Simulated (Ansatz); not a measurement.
Geometry optimisation, RKS r2SCANh-D4/def2-SVP in Ansatz.

The input (input.yaml):

```yaml
crystal:
  periodic: [false, false, false]
  atoms:
    - { symbol: Ge, position_ang: [0.0, 0.0, 0.0] }
    - { symbol: H, position_ang: [0.0, 0.0, 1.9] }
    - { symbol: H, position_ang: [1.4616, 0.0, -0.5162] }
    - { symbol: H, position_ang: [-0.73, 1.2648, -0.5162] }
    - { symbol: H, position_ang: [-0.73, -1.2648, -0.5162] }
    - { symbol: O, position_ang: [-1.9644, 0.0, 0.6527] }
    - { symbol: Si, position_ang: [-3.2043, -0.9102, -0.023] }
    - { symbol: H, position_ang: [-2.7034, -2.2382, -0.3652] }
    - { symbol: H, position_ang: [-4.2964, -1.0354, 0.9379] }
    - { symbol: H, position_ang: [-3.6923, -0.249, -1.2298] }
    - { symbol: H, position_ang: [-0.9937, 0.0, 1.8011] }
basis:
  gaussian: { orbitals: def2-SVP }
hamiltonian:
  xc: r2scanh
  dispersion: d4
relax:
  f_tol: 0.15
  max_steps: 25
  restrain:
    - { distance: [0, 5], at: 2.97, k: 30.0 }
    - { distance: [10, 1], at: 1.86, k: 30.0 }
    - { distance: [0, 1], at: 1.55, k: 30.0 }
    - { distance: [10, 5], at: 1.01, k: 30.0 }
```

Run as:

```bash
$ ansatz run input.yaml --threads 4 --pin off --max-ram 5120MiB --backend cpu --events-out ev --progress --plain --runs-dir out
```

**Question.** Where does it end, and by what steps?

**Answer.** The forces met the threshold. The restraints hold the end off the free minimum; the threshold counts their pulls, which the force column leaves out. Restrained pairs: Ge1–O6 (2.07 → 2.97 Å), H2–H11 (1.00 → 1.87 Å), Ge1–H2 (1.90 → 1.55 Å), O6–H11 (1.50 → 0.98 Å). After 10 steps the energy has fallen by 3.521 eV (the restraints' own energy left out); H11 moved furthest, 0.90 Å.

```tsv
step	energy less start (eV)	largest force component (eV/Å)	accepted
0	0.0000	2.494	yes
1	-0.6353	3.320	yes
2	-1.6530	4.528	yes
3	-2.6275	3.651	yes
4	-3.2298	0.806	yes
5	-3.3781	1.048	yes
6	-3.4616	1.088	yes
7	-3.4957	0.836	yes
8	-3.4987	0.797	yes
9	-3.5102	0.806	yes
10	-3.5210	0.661	yes
```

```xyz
11
Properties=species:S:1:pos:R:3
Ge 0.457 0.087 -0.077
H 0.049 -0.275 1.370
H 1.986 -0.029 -0.168
H 0.030 1.516 -0.394
H -0.182 -0.912 -1.041
O -2.418 0.196 0.677
Si -3.494 -0.990 0.208
H -2.817 -2.304 0.005
H -4.583 -1.183 1.210
H -4.084 -0.520 -1.071
H -1.798 -0.019 1.405
```

Run time: 29 s on 4 threads of Arm Neoverse V1 (shared host), peak memory 0.26 GiB.
